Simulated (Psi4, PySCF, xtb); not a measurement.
Conformational energy of CH₈GeOSi₂, SMILES O=C[SiH2][SiH2][GeH3]. Scanned: dihedral C2–Si3–Si4–Ge5; all other coordinates were relaxed at GFN2-xTB. GFN2-xTB can order the conformers of Si and Ge chains otherwise than DFT does. Points at φ and −φ are mirror images. Heavy atoms are numbered in the order of the SMILES O=C[SiH2][SiH2][GeH3], hydrogens after them in the order of the atoms that carry them; the mirror image has the same energies with the sign of each dihedral reversed.

Computed with: RKS-B3LYP/6-31G* = restricted B3LYP/6-31G*, spherical d, density fitting // GFN2-xTB (PySCF); GFN1-xTB // GFN2-xTB (xtb); RKS-B3LYP/LANL2DZ = restricted B3LYP/LANL2DZ, with its core potentials past Ne // GFN2-xTB (PySCF); MP2/cc-pVTZ = Psi4 with DF-MP2 (frozen core)/cc-pVTZ // GFN2-xTB.

Energies relative to the lowest point of each profile, in kcal/mol; the last columns give the difference from MP2:

```csv
φ / °,RKS-B3LYP/6-31G*,GFN1-xTB,RKS-B3LYP/LANL2DZ,MP2/cc-pVTZ,RKS-B3LYP/6-31G* − MP2/cc-pVTZ,GFN1-xTB − MP2/cc-pVTZ,RKS-B3LYP/LANL2DZ − MP2/cc-pVTZ
-160,0.3,6.6,0.0,0.3,0.0,6.3,-0.3
-140,0.9,6.9,0.2,0.9,0.0,6.0,-0.7
-120,1.2,6.8,0.2,1.2,0.0,5.7,-0.9
-100,1.0,5.7,0.3,0.6,0.3,5.1,-0.4
-80,1.3,1.9,1.5,0.0,1.3,1.8,1.5
-60,2.3,0.9,2.3,0.2,2.1,0.6,2.1
-40,1.7,0.6,1.0,0.1,1.6,0.5,0.9
-20,1.6,0.2,0.5,0.4,1.2,-0.2,0.1
0,1.7,0.0,0.4,0.6,1.1,-0.6,-0.2
20,1.6,0.2,0.5,0.4,1.2,-0.2,0.1
40,1.7,0.6,1.0,0.1,1.6,0.5,0.9
60,2.3,0.9,2.3,0.2,2.1,0.6,2.1
80,1.3,1.9,1.5,0.0,1.3,1.8,1.5
100,1.0,5.7,0.3,0.6,0.3,5.1,-0.4
120,1.2,6.8,0.2,1.2,0.0,5.7,-0.9
140,0.9,6.9,0.2,0.9,0.0,6.0,-0.7
160,0.3,6.6,0.0,0.3,0.0,6.3,-0.3
180,0.0,6.4,0.0,0.0,0.0,6.4,0.0
```

RKS-B3LYP/6-31G* is furthest from MP2/cc-pVTZ at -60 (2.1 kcal/mol, above); its mean absolute difference over the points is 0.8 kcal/mol.

GFN1-xTB is furthest from MP2/cc-pVTZ at 180 (6.4 kcal/mol, above); its mean absolute difference over the points is 3.3 kcal/mol.

RKS-B3LYP/LANL2DZ is furthest from MP2/cc-pVTZ at -60 (2.1 kcal/mol, above); its mean absolute difference over the points is 0.8 kcal/mol.
